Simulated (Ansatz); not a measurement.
Molecular dynamics of CH$_{6}$Al$_{2}$FNS

The input (input.yaml):

```yaml
crystal:
  periodic: [false, false, false]
  atoms:
    - { symbol: "N", position_ang: [0.20432, -0.815015, 0.66387] }
    - { symbol: C, position_ang: [1.376553, 0.225868, 0.453444] }
    - { symbol: S, position_ang: [0.846062, 1.955786, 0.432937] }
    - { symbol: Al, position_ang: [-0.908089, 1.590359, -0.834805] }
    - { symbol: F, position_ang: [-1.529346, 3.033756, -1.345537] }
    - { symbol: Al, position_ang: [-1.248338, -0.714998, -0.72319] }
    - { symbol: H, position_ang: [0.661077, -1.77448, 0.73985] }
    - { symbol: H, position_ang: [-0.177345, -0.639078, 1.642454] }
    - { symbol: H, position_ang: [1.846489, -0.115006, -0.500837] }
    - { symbol: H, position_ang: [2.120522, 0.051471, 1.265115] }
    - { symbol: H, position_ang: [-0.679832, -1.601016, -1.820176] }
    - { symbol: H, position_ang: [-2.435173, -1.252749, 0.060874] }
magnetization:
  spin_polarized: true
basis:
  gaussian: { orbitals: STO-3G }
hamiltonian:
  xc: pbe
md:
  timestep: 0.5
  n_steps: 191
  ensemble: nvt_nose_hoover
  temperature: 300.0
  initial_velocities: maxwell_boltzmann
  seed: 867172
  masses: [{ species: H, mass: 2.014 }]
```

Command:

```bash
$ ansatz run input.yaml --threads 1 --pin off --max-ram 2048MiB --backend cpu --events-out ev --progress --plain --runs-dir out
```

It starts from a relaxed structure.

Output, in part (one step line in 2, the closing report, with atoms numbered from 0):

```
md step     0: t =     0.00 fs  T =   300.0 K  F+E_penalty+E_count = -29003.62357936 eV  E_kin = 0.387780 eV  conserved = -29003.23579936 eV  (26 SCF iters)
md step     2: t =     1.00 fs  T =   280.8 K  F+E_penalty+E_count = -29003.59851842 eV  E_kin = 0.362956 eV  conserved = -29003.23556254 eV  (23 SCF iters)
md step     4: t =     2.00 fs  T =   235.9 K  F+E_penalty+E_count = -29003.53981472 eV  E_kin = 0.304909 eV  conserved = -29003.23491086 eV  (23 SCF iters)
md step     6: t =     3.00 fs  T =   195.0 K  F+E_penalty+E_count = -29003.48641465 eV  E_kin = 0.252042 eV  conserved = -29003.23439429 eV  (22 SCF iters)
md step     8: t =     4.00 fs  T =   181.2 K  F+E_penalty+E_count = -29003.46870026 eV  E_kin = 0.234260 eV  conserved = -29003.23449236 eV  (22 SCF iters)
md step    10: t =     5.00 fs  T =   190.7 K  F+E_penalty+E_count = -29003.48140113 eV  E_kin = 0.246466 eV  conserved = -29003.23503575 eV  (23 SCF iters)
md step    12: t =     6.00 fs  T =   199.2 K  F+E_penalty+E_count = -29003.49281396 eV  E_kin = 0.257538 eV  conserved = -29003.23544726 eV  (22 SCF iters)
md step    14: t =     7.00 fs  T =   187.6 K  F+E_penalty+E_count = -29003.47764709 eV  E_kin = 0.242498 eV  conserved = -29003.23540731 eV  (22 SCF iters)
md step    16: t =     8.00 fs  T =   156.4 K  F+E_penalty+E_count = -29003.43682034 eV  E_kin = 0.202134 eV  conserved = -29003.23503867 eV  (23 SCF iters)
md step    18: t =     9.00 fs  T =   121.8 K  F+E_penalty+E_count = -29003.39160882 eV  E_kin = 0.157406 eV  conserved = -29003.23464691 eV  (22 SCF iters)
md step    20: t =    10.00 fs  T =   101.9 K  F+E_penalty+E_count = -29003.36564327 eV  E_kin = 0.131710 eV  conserved = -29003.23446894 eV  (22 SCF iters)
md step    22: t =    11.00 fs  T =   105.2 K  F+E_penalty+E_count = -29003.36989933 eV  E_kin = 0.135944 eV  conserved = -29003.23459159 eV  (22 SCF iters)
md step    24: t =    12.00 fs  T =   125.9 K  F+E_penalty+E_count = -29003.39693011 eV  E_kin = 0.162752 eV  conserved = -29003.23494815 eV  (23 SCF iters)
md step    26: t =    13.00 fs  T =   147.6 K  F+E_penalty+E_count = -29003.42512853 eV  E_kin = 0.190745 eV  conserved = -29003.23533477 eV  (23 SCF iters)
md step    28: t =    14.00 fs  T =   152.7 K  F+E_penalty+E_count = -29003.43166575 eV  E_kin = 0.197356 eV  conserved = -29003.23547991 eV  (22 SCF iters)
md step    30: t =    15.00 fs  T =   135.4 K  F+E_penalty+E_count = -29003.40889778 eV  E_kin = 0.175067 eV  conserved = -29003.23522971 eV  (22 SCF iters)
md step    32: t =    16.00 fs  T =   108.0 K  F+E_penalty+E_count = -29003.37278597 eV  E_kin = 0.139644 eV  conserved = -29003.23475002 eV  (21 SCF iters)
md step    34: t =    17.00 fs  T =    92.5 K  F+E_penalty+E_count = -29003.35217795 eV  E_kin = 0.119503 eV  conserved = -29003.23447029 eV  (21 SCF iters)
md step    36: t =    18.00 fs  T =   101.3 K  F+E_penalty+E_count = -29003.36359708 eV  E_kin = 0.130919 eV  conserved = -29003.23467112 eV  (22 SCF iters)
md step    38: t =    19.00 fs  T =   125.6 K  F+E_penalty+E_count = -29003.39523485 eV  E_kin = 0.162325 eV  conserved = -29003.23515683 eV  (23 SCF iters)
md step    40: t =    20.00 fs  T =   143.3 K  F+E_penalty+E_count = -29003.41811898 eV  E_kin = 0.185220 eV  conserved = -29003.23547095 eV  (22 SCF iters)
md step    42: t =    21.00 fs  T =   139.3 K  F+E_penalty+E_count = -29003.41250274 eV  E_kin = 0.180062 eV  conserved = -29003.23537565 eV  (22 SCF iters)
md step    44: t =    22.00 fs  T =   116.8 K  F+E_penalty+E_count = -29003.38265520 eV  E_kin = 0.150939 eV  conserved = -29003.23499670 eV  (22 SCF iters)
md step    46: t =    23.00 fs  T =    92.4 K  F+E_penalty+E_count = -29003.35044450 eV  E_kin = 0.119400 eV  conserved = -29003.23462045 eV  (22 SCF iters)
md step    48: t =    24.00 fs  T =    83.4 K  F+E_penalty+E_count = -29003.33840031 eV  E_kin = 0.107768 eV  conserved = -29003.23447058 eV  (23 SCF iters)
md step    50: t =    25.00 fs  T =    96.8 K  F+E_penalty+E_count = -29003.35567292 eV  E_kin = 0.125182 eV  conserved = -29003.23461567 eV  (22 SCF iters)
md step    52: t =    26.00 fs  T =   126.2 K  F+E_penalty+E_count = -29003.39356922 eV  E_kin = 0.163115 eV  conserved = -29003.23495718 eV  (22 SCF iters)
md step    54: t =    27.00 fs  T =   155.8 K  F+E_penalty+E_count = -29003.43163925 eV  E_kin = 0.201369 eV  conserved = -29003.23527860 eV  (22 SCF iters)
md step    56: t =    28.00 fs  T =   171.1 K  F+E_penalty+E_count = -29003.45094206 eV  E_kin = 0.221187 eV  conserved = -29003.23537169 eV  (22 SCF iters)
md step    58: t =    29.00 fs  T =   168.2 K  F+E_penalty+E_count = -29003.44636506 eV  E_kin = 0.217436 eV  conserved = -29003.23519728 eV  (22 SCF iters)
md step    60: t =    30.00 fs  T =   155.3 K  F+E_penalty+E_count = -29003.42879549 eV  E_kin = 0.200789 eV  conserved = -29003.23491354 eV  (23 SCF iters)
md step    62: t =    31.00 fs  T =   145.7 K  F+E_penalty+E_count = -29003.41561391 eV  E_kin = 0.188394 eV  conserved = -29003.23473795 eV  (21 SCF iters)
md step    64: t =    32.00 fs  T =   147.6 K  F+E_penalty+E_count = -29003.41741250 eV  E_kin = 0.190750 eV  conserved = -29003.23479565 eV  (22 SCF iters)
md step    66: t =    33.00 fs  T =   158.1 K  F+E_penalty+E_count = -29003.43055893 eV  E_kin = 0.204340 eV  conserved = -29003.23501790 eV  (22 SCF iters)
md step    68: t =    34.00 fs  T =   167.0 K  F+E_penalty+E_count = -29003.44150111 eV  E_kin = 0.215847 eV  conserved = -29003.23518512 eV  (22 SCF iters)
md step    70: t =    35.00 fs  T =   166.1 K  F+E_penalty+E_count = -29003.43958758 eV  E_kin = 0.214744 eV  conserved = -29003.23514742 eV  (22 SCF iters)
md step    72: t =    36.00 fs  T =   156.4 K  F+E_penalty+E_count = -29003.42601589 eV  E_kin = 0.202130 eV  conserved = -29003.23495800 eV  (22 SCF iters)
md step    74: t =    37.00 fs  T =   145.7 K  F+E_penalty+E_count = -29003.41127739 eV  E_kin = 0.188306 eV  conserved = -29003.23477972 eV  (27 SCF iters)
md step    76: t =    38.00 fs  T =   141.9 K  F+E_penalty+E_count = -29003.40562302 eV  E_kin = 0.183410 eV  conserved = -29003.23474133 eV  (23 SCF iters)
md step    78: t =    39.00 fs  T =   146.8 K  F+E_penalty+E_count = -29003.41130039 eV  E_kin = 0.189721 eV  conserved = -29003.23485271 eV  (23 SCF iters)
md step    80: t =    40.00 fs  T =   155.4 K  F+E_penalty+E_count = -29003.42177597 eV  E_kin = 0.200842 eV  conserved = -29003.23501223 eV  (22 SCF iters)
md step    82: t =    41.00 fs  T =   160.6 K  F+E_penalty+E_count = -29003.42772093 eV  E_kin = 0.207572 eV  conserved = -29003.23509208 eV  (22 SCF iters)
md step    84: t =    42.00 fs  T =   158.8 K  F+E_penalty+E_count = -29003.42450571 eV  E_kin = 0.205288 eV  conserved = -29003.23505775 eV  (23 SCF iters)
md step    86: t =    43.00 fs  T =   151.6 K  F+E_penalty+E_count = -29003.41425504 eV  E_kin = 0.195999 eV  conserved = -29003.23498667 eV  (22 SCF iters)
md step    88: t =    44.00 fs  T =   142.7 K  F+E_penalty+E_count = -29003.40175441 eV  E_kin = 0.184423 eV  conserved = -29003.23492669 eV  (23 SCF iters)
md step    90: t =    45.00 fs  T =   135.4 K  F+E_penalty+E_count = -29003.39148692 eV  E_kin = 0.175069 eV  conserved = -29003.23484986 eV  (23 SCF iters)
md step    92: t =    46.00 fs  T =   133.6 K  F+E_penalty+E_count = -29003.38823632 eV  E_kin = 0.172700 eV  conserved = -29003.23479637 eV  (22 SCF iters)
md step    94: t =    47.00 fs  T =   139.1 K  F+E_penalty+E_count = -29003.39457186 eV  E_kin = 0.179832 eV  conserved = -29003.23486224 eV  (23 SCF iters)
md step    96: t =    48.00 fs  T =   148.6 K  F+E_penalty+E_count = -29003.40606502 eV  E_kin = 0.192114 eV  conserved = -29003.23500633 eV  (23 SCF iters)
md step    98: t =    49.00 fs  T =   155.4 K  F+E_penalty+E_count = -29003.41384490 eV  E_kin = 0.200838 eV  conserved = -29003.23507343 eV  (28 SCF iters)
md step   100: t =    50.00 fs  T =   155.8 K  F+E_penalty+E_count = -29003.41328989 eV  E_kin = 0.201412 eV  conserved = -29003.23500077 eV  (23 SCF iters)
md step   102: t =    51.00 fs  T =   152.6 K  F+E_penalty+E_count = -29003.40788436 eV  E_kin = 0.197203 eV  conserved = -29003.23487059 eV  (23 SCF iters)
md step   104: t =    52.00 fs  T =   151.0 K  F+E_penalty+E_count = -29003.40472200 eV  E_kin = 0.195180 eV  conserved = -29003.23479965 eV  (23 SCF iters)
md step   106: t =    53.00 fs  T =   154.3 K  F+E_penalty+E_count = -29003.40793241 eV  E_kin = 0.199469 eV  conserved = -29003.23481697 eV  (23 SCF iters)
md step   108: t =    54.00 fs  T =   162.1 K  F+E_penalty+E_count = -29003.41685026 eV  E_kin = 0.209506 eV  conserved = -29003.23485571 eV  (23 SCF iters)
md step   110: t =    55.00 fs  T =   172.9 K  F+E_penalty+E_count = -29003.42956534 eV  E_kin = 0.223469 eV  conserved = -29003.23485553 eV  (23 SCF iters)
md step   112: t =    56.00 fs  T =   186.6 K  F+E_penalty+E_count = -29003.44597445 eV  E_kin = 0.241223 eV  conserved = -29003.23487138 eV  (23 SCF iters)
md step   114: t =    57.00 fs  T =   202.2 K  F+E_penalty+E_count = -29003.46471348 eV  E_kin = 0.261331 eV  conserved = -29003.23499618 eV  (22 SCF iters)
md step   116: t =    58.00 fs  T =   213.9 K  F+E_penalty+E_count = -29003.47839459 eV  E_kin = 0.276468 eV  conserved = -29003.23516184 eV  (23 SCF iters)
md step   118: t =    59.00 fs  T =   214.7 K  F+E_penalty+E_count = -29003.47778025 eV  E_kin = 0.277543 eV  conserved = -29003.23516320 eV  (22 SCF iters)
md step   120: t =    60.00 fs  T =   204.5 K  F+E_penalty+E_count = -29003.46271068 eV  E_kin = 0.264335 eV  conserved = -29003.23496915 eV  (23 SCF iters)
md step   122: t =    61.00 fs  T =   191.3 K  F+E_penalty+E_count = -29003.44389230 eV  E_kin = 0.247293 eV  conserved = -29003.23477934 eV  (23 SCF iters)
md step   124: t =    62.00 fs  T =   183.5 K  F+E_penalty+E_count = -29003.43217840 eV  E_kin = 0.237138 eV  conserved = -29003.23473881 eV  (22 SCF iters)
md step   126: t =    63.00 fs  T =   183.0 K  F+E_penalty+E_count = -29003.43009192 eV  E_kin = 0.236491 eV  conserved = -29003.23480196 eV  (23 SCF iters)
md step   128: t =    64.00 fs  T =   186.8 K  F+E_penalty+E_count = -29003.43365014 eV  E_kin = 0.241513 eV  conserved = -29003.23487537 eV  (23 SCF iters)
md step   130: t =    65.00 fs  T =   191.1 K  F+E_penalty+E_count = -29003.43761491 eV  E_kin = 0.247010 eV  conserved = -29003.23493406 eV  (23 SCF iters)
md step   132: t =    66.00 fs  T =   192.3 K  F+E_penalty+E_count = -29003.43759365 eV  E_kin = 0.248575 eV  conserved = -29003.23498106 eV  (22 SCF iters)
md step   134: t =    67.00 fs  T =   188.1 K  F+E_penalty+E_count = -29003.43055001 eV  E_kin = 0.243175 eV  conserved = -29003.23497471 eV  (22 SCF iters)
md step   136: t =    68.00 fs  T =   179.3 K  F+E_penalty+E_count = -29003.41736812 eV  E_kin = 0.231708 eV  conserved = -29003.23485672 eV  (23 SCF iters)
md step   138: t =    69.00 fs  T =   171.5 K  F+E_penalty+E_count = -29003.40560564 eV  E_kin = 0.221654 eV  conserved = -29003.23468377 eV  (22 SCF iters)
md step   140: t =    70.00 fs  T =   172.5 K  F+E_penalty+E_count = -29003.40538895 eV  E_kin = 0.222975 eV  conserved = -29003.23466554 eV  (23 SCF iters)
md step   142: t =    71.00 fs  T =   182.8 K  F+E_penalty+E_count = -29003.41734495 eV  E_kin = 0.236262 eV  conserved = -29003.23492386 eV  (22 SCF iters)
md step   144: t =    72.00 fs  T =   190.8 K  F+E_penalty+E_count = -29003.42631122 eV  E_kin = 0.246608 eV  conserved = -29003.23523964 eV  (22 SCF iters)
md step   146: t =    73.00 fs  T =   182.7 K  F+E_penalty+E_count = -29003.41419864 eV  E_kin = 0.236205 eV  conserved = -29003.23524484 eV  (22 SCF iters)
md step   148: t =    74.00 fs  T =   158.2 K  F+E_penalty+E_count = -29003.38057884 eV  E_kin = 0.204512 eV  conserved = -29003.23489265 eV  (23 SCF iters)
md step   150: t =    75.00 fs  T =   132.4 K  F+E_penalty+E_count = -29003.34545648 eV  E_kin = 0.171104 eV  conserved = -29003.23452467 eV  (22 SCF iters)
md step   152: t =    76.00 fs  T =   121.6 K  F+E_penalty+E_count = -29003.33025044 eV  E_kin = 0.157150 eV  conserved = -29003.23445561 eV  (22 SCF iters)
md step   154: t =    77.00 fs  T =   129.4 K  F+E_penalty+E_count = -29003.33936669 eV  E_kin = 0.167236 eV  conserved = -29003.23467189 eV  (22 SCF iters)
md step   156: t =    78.00 fs  T =   146.1 K  F+E_penalty+E_count = -29003.35996018 eV  E_kin = 0.188874 eV  conserved = -29003.23495371 eV  (22 SCF iters)
md step   158: t =    79.00 fs  T =   158.3 K  F+E_penalty+E_count = -29003.37433019 eV  E_kin = 0.204559 eV  conserved = -29003.23512652 eV  (23 SCF iters)
md step   160: t =    80.00 fs  T =   157.0 K  F+E_penalty+E_count = -29003.37111611 eV  E_kin = 0.202909 eV  conserved = -29003.23511707 eV  (23 SCF iters)
md step   162: t =    81.00 fs  T =   142.5 K  F+E_penalty+E_count = -29003.35072503 eV  E_kin = 0.184220 eV  conserved = -29003.23490195 eV  (22 SCF iters)
md step   164: t =    82.00 fs  T =   125.3 K  F+E_penalty+E_count = -29003.32673828 eV  E_kin = 0.161919 eV  conserved = -29003.23454670 eV  (22 SCF iters)
md step   166: t =    83.00 fs  T =   121.8 K  F+E_penalty+E_count = -29003.32079513 eV  E_kin = 0.157447 eV  conserved = -29003.23430471 eV  (22 SCF iters)
md step   168: t =    84.00 fs  T =   142.9 K  F+E_penalty+E_count = -29003.34691610 eV  E_kin = 0.184733 eV  conserved = -29003.23446787 eV  (22 SCF iters)
md step   170: t =    85.00 fs  T =   181.0 K  F+E_penalty+E_count = -29003.39497050 eV  E_kin = 0.233923 eV  conserved = -29003.23498311 eV  (22 SCF iters)
md step   172: t =    86.00 fs  T =   212.7 K  F+E_penalty+E_count = -29003.43436112 eV  E_kin = 0.274927 eV  conserved = -29003.23539843 eV  (27 SCF iters)
md step   174: t =    87.00 fs  T =   218.9 K  F+E_penalty+E_count = -29003.44005142 eV  E_kin = 0.282909 eV  conserved = -29003.23533809 eV  (22 SCF iters)
md step   176: t =    88.00 fs  T =   201.2 K  F+E_penalty+E_count = -29003.41455307 eV  E_kin = 0.260024 eV  conserved = -29003.23488616 eV  (23 SCF iters)
md step   178: t =    89.00 fs  T =   179.2 K  F+E_penalty+E_count = -29003.38377703 eV  E_kin = 0.231626 eV  conserved = -29003.23445187 eV  (23 SCF iters)
md step   180: t =    90.00 fs  T =   172.7 K  F+E_penalty+E_count = -29003.37345985 eV  E_kin = 0.223194 eV  conserved = -29003.23435746 eV  (23 SCF iters)
md step   182: t =    91.00 fs  T =   186.4 K  F+E_penalty+E_count = -29003.38961247 eV  E_kin = 0.240933 eV  conserved = -29003.23460441 eV  (23 SCF iters)
md step   184: t =    92.00 fs  T =   209.2 K  F+E_penalty+E_count = -29003.41747143 eV  E_kin = 0.270463 eV  conserved = -29003.23496530 eV  (23 SCF iters)
md step   186: t =    93.00 fs  T =   224.1 K  F+E_penalty+E_count = -29003.43468113 eV  E_kin = 0.289673 eV  conserved = -29003.23519566 eV  (22 SCF iters)
md step   188: t =    94.00 fs  T =   219.7 K  F+E_penalty+E_count = -29003.42670545 eV  E_kin = 0.284032 eV  conserved = -29003.23513903 eV  (23 SCF iters)
md step   190: t =    95.00 fs  T =   198.6 K  F+E_penalty+E_count = -29003.39687811 eV  E_kin = 0.256693 eV  conserved = -29003.23478428 eV  (23 SCF iters)
md step   191: t =    95.50 fs  T =   186.5 K  F+E_penalty+E_count = -29003.38006976 eV  E_kin = 0.241093 eV  conserved = -29003.23455271 eV  (27 SCF iters)
Total energy: -29003.38009417 eV, -1065.8545592637 hartree
Atom 0 at     0.133515    -0.854910     0.733799 Å, force     0.511603     1.459743    -1.365186 eV/Å
Atom 1 at     1.336012     0.225903     0.472671 Å, force     0.439500    -1.548328    -0.071123 eV/Å
Atom 2 at     0.883280     1.964809     0.391546 Å, force    -0.481377    -0.247125    -0.083835 eV/Å
Atom 3 at    -0.917813     1.589137    -0.871096 Å, force    -0.040223     1.266659    -0.003674 eV/Å
Atom 4 at    -1.578224     3.085312    -1.294645 Å, force     0.465602    -1.100812     0.247897 eV/Å
Atom 5 at    -1.189545    -0.719442    -0.724620 Å, force    -0.191197     0.233342     0.248061 eV/Å
Atom 6 at     0.566241    -1.803393     0.691969 Å, force     0.554597    -0.695260     0.135787 eV/Å
Atom 7 at    -0.208805    -0.754600     1.708501 Å, force    -0.361061     0.225655     1.067862 eV/Å
Atom 8 at     1.723048    -0.197641    -0.533923 Å, force    -0.067176     0.487814     1.305388 eV/Å
Atom 9 at     2.081902    -0.000989     1.316262 Å, force    -0.460687     0.365272    -1.051101 eV/Å
Atom 10 at    -0.481603    -1.606938    -1.700100 Å, force     0.109184    -0.263537    -0.485145 eV/Å
Atom 11 at    -2.399575    -1.244104    -0.012278 Å, force    -0.478765    -0.183421     0.055068 eV/Å
Dipole moment:     0.291446    -0.286183     0.353283 e Å
```

All steps were run. The conserved energy stayed within 0.12 meV per atom of its start (net change 0.1 meV per atom), so the integration is sound. The mean temperature of the second half is 42 % below the set value. A run of 0.096 ps of so small a system gives no equilibrium averages. Limits of this set-up: minimal basis.

The same pairs are bonded in the first frame and the last. Pairs count as bonded within 1.25 times the sum of covalent radii (0.12 Å more for H–H).

Last frame:

```xyz
12
Properties=species:S:1:pos:R:3
N 0.134 -0.855 0.734
C 1.336 0.226 0.473
S 0.883 1.965 0.392
Al -0.918 1.589 -0.871
F -1.578 3.085 -1.295
Al -1.190 -0.719 -0.725
H 0.566 -1.803 0.692
H -0.209 -0.755 1.708
H 1.723 -0.198 -0.534
H 2.082 -0.001 1.316
H -0.482 -1.607 -1.700
H -2.400 -1.244 -0.012
```

Time of the run: 9 min on 1 thread of Intel(R) Xeon(R) 6975P-C (Granite Rapids), with other jobs on the host, peak memory 0.15 GiB.
